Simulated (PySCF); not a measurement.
Mg(OH)(NMe2) (C2H7MgNO), SMILES [Mg]([OH])[N](C)C.

Geometry optimised at PBE0-D3(BJ)/def2-SVP. The structure was generated by enumeration; whether it is a known compound was not checked. The values are those of a single conformer.

Level of theory: PBE/def2-TZVP (PySCF).

The molecule is in vacuum.

Computed frontier levels, gap, dipole moment and polarisability:
The highest occupied level is -4.20 eV and the lowest empty level is -1.70 eV. The orbital gap is 2.50 eV, the dipole moment comes out as 0.56 D and the quadrupole, principal values (traceless, Buckingham form, about the centre of nuclear charge) is -3.34, 0.02, 3.32 D·Å. The mean static polarisability is 64.3 bohr³ (9.53 Å³) and the polarisability, principal values is 57.3, 60.7, 74.8 bohr³.
